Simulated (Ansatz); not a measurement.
Wavefunction ladder for C₂H₈OSi₂, SMILES `C[SiH2]C(=O)[SiH3]`

```xyz
13

C    -2.224   -0.916   -0.222
Si   -0.600   -0.213   -0.797
C     0.521    0.164    0.741
O     0.098   -0.093    1.850
Si    2.291    0.937    0.541
H    -2.875   -1.148   -1.067
H    -2.057   -1.831    0.351
H    -2.735   -0.204    0.428
H    -0.758    1.063   -1.551
H     0.157   -1.154   -1.671
H     3.099    0.049   -0.338
H     2.153    2.256   -0.135
H     2.930    1.090    1.870
```

The species carries charge 0 and has multiplicity 1. Geometry: relaxed with PBE0-D4/def2-TZVP. It is one conformer, not always the lowest. Frozen core, restricted reference, Ansatz 0.2.0. CBS rows extrapolate triple and quadruple zeta; past MP2 they add the triple-zeta difference.

```json
{"basis": "def2-SVP", "HF (Eh)": "-732.79346", "MP2 corr.": "-0.65326"}
{"basis": "def2-TZVPP", "HF (Eh)": "-733.18127", "MP2 corr.": "-0.81277"}
{"basis": "def2-QZVPP", "HF (Eh)": "-733.20649", "MP2 corr.": "-0.87084"}
```

Problem. Estimate the CCSD correlation energy and the (T) correction in each basis where they were run (hartree).

Solution. 
| basis | CCSD corr. | (T) |
| --- | --- | --- |
| def2-SVP | -0.71838 | -0.02245 |
| def2-TZVPP | -0.87049 | -0.03572 |
| CBS(def2) | -0.97158 | as TZ |
